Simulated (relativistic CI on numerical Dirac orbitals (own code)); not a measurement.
## d8 in a ligand field

Computed with a parametric ligand-field model of a d^n configuration (Racah B and C, spin-orbit zeta, crystal field), exact diagonalisation.

Field parameters in Wybourne normalisation: Oh B⁴₀ = 21Dq, B⁴₄ = √(5/14) B⁴₀. The field is a parameter set, without covalency.

B = 850 cm⁻¹, C = 3290 cm⁻¹ (C/B = 3.87), Oh, no spin-orbit coupling. Tanabe-Sugano data, E/B above the lowest term (Δ = |10Dq|; b, c mark the second and third term of a kind):

```csv
Δ/B,3A2,3T2,3T1,1E,1T2,1A1
1.0,0.00,1.00,1.79,13.47,14.14,20.51
3.0,0.00,3.00,5.29,14.32,16.74,21.86
5.0,0.00,5.00,8.68,14.74,19.16,22.99
7.0,0.00,7.00,11.92,14.98,21.45,23.94
9.0,0.00,9.00,15.00,15.13,23.66,24.73
11.0,0.00,11.00,17.92,15.23,25.81,25.39
13.0,0.00,13.00,20.68,15.30,27.93,25.95
15.0,0.00,15.00,23.29,15.36,30.02,26.43
17.0,0.00,17.00,25.79,15.40,32.10,26.84
19.0,0.00,19.00,28.19,15.44,34.16,27.19
21.0,0.00,21.00,30.51,15.46,36.21,27.49
23.0,0.00,23.00,32.78,15.49,38.25,27.76
25.0,0.00,25.00,35.00,15.51,40.29,28.00
27.0,0.00,27.00,37.18,15.52,42.32,28.21
29.0,0.00,29.00,39.34,15.54,44.35,28.39
31.0,0.00,31.00,41.47,15.55,46.37,28.56
33.0,0.00,33.00,43.58,15.56,48.39,28.71
35.0,0.00,35.00,45.68,15.57,50.41,28.85
37.0,0.00,37.00,47.77,15.58,52.43,28.97
39.0,0.00,39.00,49.84,15.59,54.44,29.09
41.0,0.00,41.00,51.91,15.60,56.46,29.19
43.0,0.00,43.00,53.97,15.60,58.47,29.28
45.0,0.00,45.00,56.03,15.61,60.48,29.37
47.0,0.00,47.00,58.08,15.62,62.49,29.45
```

The ground term stays 3A2.
